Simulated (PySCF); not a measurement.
ClFH2O2Sn, SMILES [OH][Sn]([OH])([F])[Cl].

Geometry optimised at PBE0-D3(BJ)/def2-SVP. The structure was generated by enumeration; whether it is a known compound was not checked. The def2 effective core potentials stand for the cores of Sn; spin–orbit coupling is left out. The values are those of a single conformer.

Method: TDA-PBE/def2-SVPD run with PySCF 2.14.0.

Vertical excitations. 

```
state  energy (eV)  λ (nm)      f                                                                 main pairs
-----  -----------  ------  -----  -------------------------------------------------------------------------
S1            4.48     277  0.005                                                             HOMO→LUMO 93 %
S2            4.56     272  0.011                                                           HOMO−1→LUMO 91 %
S3            4.87     255  0.016                                                           HOMO−2→LUMO 88 %
S4            4.98     249  0.037                                                           HOMO−3→LUMO 89 %
S5            5.67     219  0.066                                                           HOMO−4→LUMO 76 %
S6            5.75     216  0.061                                                           HOMO−5→LUMO 82 %
S7            6.21     200  0.037                                         HOMO−6→LUMO 68 %, HOMO−7→LUMO 15 %
S8            6.32     196  0.047                                         HOMO−7→LUMO 69 %, HOMO−6→LUMO 14 %
S9            7.27     170  0.056                                                           HOMO−8→LUMO 72 %
S10           7.44     167  0.003  HOMO→LUMO+2 54 %, HOMO→LUMO+1 16 %, HOMO−1→LUMO+1 14 %, HOMO−1→LUMO+2 9 %
T1            4.12     301      0                                                            HOMO→LUMO 100 %
T2            4.18     296      0                                                           HOMO−1→LUMO 99 %
T3            4.43     280      0                                                           HOMO−2→LUMO 97 %
T4            4.52     274      0                                                           HOMO−3→LUMO 98 %
```
Triplets are in the Tamm–Dancoff approximation.
